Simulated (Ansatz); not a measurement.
Two isomers of CH8AlNSi: A = `C[SiH](N)[AlH2]`, B = `NC[SiH2][AlH2]`.

Gas-phase electronic energies from Ansatz, PBE0-D4/def2-TZVP geometries. CCSD(T)/CBS is the MP2 limit (def2-TZVPP, def2-QZVPP) plus CCSD(T) − MP2 in def2-TZVPP, frozen cores. Functionals use def2-TZVPP. B3LYP here is the variant with VWN-RPA as its local correlation; programs differ in this. Each species was taken in one conformer, which may not be the lowest.

(1) Which isomer does CCSD(T)/CBS put lower? Give the gap. (Estimate.)

(2) Give E(B) − E(A) in kJ/mol with B3LYP, ωB97M-V, r2SCAN-D4, HF/def2-TZVPP, MP2/def2-TZVPP, B2PLYP, CCSD(T)/def2-TZVPP. (An estimate is asked.)

Largest T1 diagnostic: 0.011.

Results:

(1) Computed: A, by 133.7 kJ/mol.

(2) Computed: B3LYP 130.2, ωB97M-V 132.9, r2SCAN-D4 133.4, HF/def2-TZVPP 133.7, MP2/def2-TZVPP 138.0, B2PLYP 133.6, CCSD(T)/def2-TZVPP 130.6. None reverses the order clearly.

From PBE to PBE0 (25 % exact exchange), in def2-TZVPP and without D4, E(B) − E(A) moves by +3.7 kJ/mol.
